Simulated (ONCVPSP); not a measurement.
What the settings do to the ONCV potential of phosphorus (P)

Base potential:

* Element: phosphorus
* Generator: ONCVPSP 4.0.1
* Type: optimised norm-conserving Vanderbilt (ONCV)
* Functional: Wu-Cohen
* Relativity: scalar-relativistic
* Frozen core: [He]
* Valence charge: 13
* Reference configuration: 2s2 2p6 3s1.5 3p3.5
* Partial waves: 2s+3s: rc 0.75 bohr, ncon 4, nbas 7, qcut 17.3 1/bohr, 2 projectors; 2p+3p: rc 1.05 bohr, ncon 3, nbas 6, qcut 14.3 1/bohr, 2 projectors; d scattering state at 0.38 Ha: rc 1.00 bohr, ncon 4, nbas 9, qcut 10 1/bohr, 3 projectors, debl 2.2 Ha
* Local potential: polynomial inside 0.65 bohr (lpopt 5, dvloc0 2 Ha)
* Core correction: none

Cutoffs, loose and tight: the cutoffs (Ha) at which the residual kinetic energy of the hardest occupied pseudo-wave falls to 1 and 0.1 mHa per electron. They do not see the model core or the augmentation charge, which bear on the density cutoff. Test errors are all-electron minus pseudo excitation energies from the reference, over the configurations 2s2 2p6 3s2 3p3; 2s2 2p6 3s2 3p2; 2s2 2p6 3s2 3p1; 2s1 2p6 3s2 3p3. A dash means not determined; rows that change the core or the reference have their own tests.

A true bound ghost makes a file unfit for plane-wave use even where its test errors are small: the radial tests pick states by their node count and pass the ghost by.

| change | outcome | cutoff, loose | cutoff, tight | bound ghosts | GHOST(+) flags above zero | largest test error (meV) |
| --- | --- | --- | --- | --- | --- | --- |
| base | generated | 95 Ha | 115 Ha | d | none | -395 |
| s: qcut 12 | generated | 80 Ha | 175 Ha | d | none | -471 |
| all radii scaled by about 1.07 (s 0.80, p 1.12, d 1.08 bohr); local potential polynomial inside 0.70 bohr (lpopt 5, dvloc0 2 Ha) | generated | 85 Ha | 106 Ha | none | d | -457 |
| d: rc 1.02 | generated | 95 Ha | 115 Ha | d | none | -395 |
| core correction Teter function, fcfact 4, rcfact 1.65 | generated | 95 Ha | 115 Ha | d | none | -446 |
| p: nbas 7 | generated | 95 Ha | 115 Ha | d | none | -397 |
| d: debl 2.8 | generated | 95 Ha | 115 Ha | d | none | -395 |
| s: rc 0.68 | generated | 109 Ha | 129 Ha | d | none | -348 |
| p: ncon 4, nbas 7 | generated | 95 Ha | 115 Ha | d | none | -381 |
| functional LDA (Perdew-Zunger) | generated | 95 Ha | 115 Ha | d | none | -373 |
| local potential polynomial inside 0.65 bohr (lpopt 5, dvloc0 7.5 Ha) | generated | 95 Ha | 115 Ha | none | d | -395 |

What comes out with this change to the base: core [Ne], valence charge 5; reference 3s2 3p3; waves now 3s: rc 1.40 bohr, ncon 5, nbas 8, qcut 4 1/bohr, 2 projectors, debl 2.7 Ha; 3p: rc 1.35 bohr, ncon 3, nbas 8, qcut 5.4 1/bohr, 1 projector; d scattering state at 0.26 Ha: rc 1.25 bohr, ncon 4, nbas 8, qcut 7.1 1/bohr, 3 projectors, debl 4 Ha; local potential polynomial inside 1.15 bohr (lpopt 5, dvloc0 -1 Ha)?

outcome: generated; cutoff, loose: 29 Ha; cutoff, tight: 77 Ha; bound ghosts: none; GHOST(+) flags above zero: s, d; largest test error (meV): +220.

What comes out with this change to the base: reference 2s2 2p6 3s2 3p3?

outcome: generated; cutoff, loose: 95 Ha; cutoff, tight: 115 Ha; bound ghosts: d; GHOST(+) flags above zero: none; largest test error (meV): +11.
